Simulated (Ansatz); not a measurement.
GaH3 (SMILES [GaH3]) moved off its minimum; all values from Ansatz (a quantum-chemistry and plane-wave program), cores frozen in correlated methods.
(charge 0, multiplicity 1)
```xyz
4

Ga     0.01214     0.04111    -0.13122
H      0.56983    -0.38446     1.35979
H     -0.31173     1.33393    -0.44811
H     -0.29341    -1.17622    -1.13968
```

Forces at HF/def2-TZVPP (eV/Å):

| atom | Fx | Fy | Fz |
|---|---|---|---|
| Ga1 | 0.969 | -4.987 | 1.678 |
| H2 | -0.195 | 0.273 | -0.814 |
| H3 | -0.954 | 4.383 | -1.081 |
| H4 | 0.180 | 0.331 | 0.217 |

Task: Give the forces (eV/Å), the total energy and the dipole at CCSD(T)/aug-cc-pVTZ.

Result: 
| atom | Fx | Fy | Fz |
|---|---|---|---|
| Ga1 | 0.994 | -4.896 | 1.635 |
| H2 | -0.147 | 0.225 | -0.657 |
| H3 | -0.987 | 4.458 | -1.100 |
| H4 | 0.140 | 0.213 | 0.122 |
Energy -1925.1022 hartree, dipole 0.68 D.
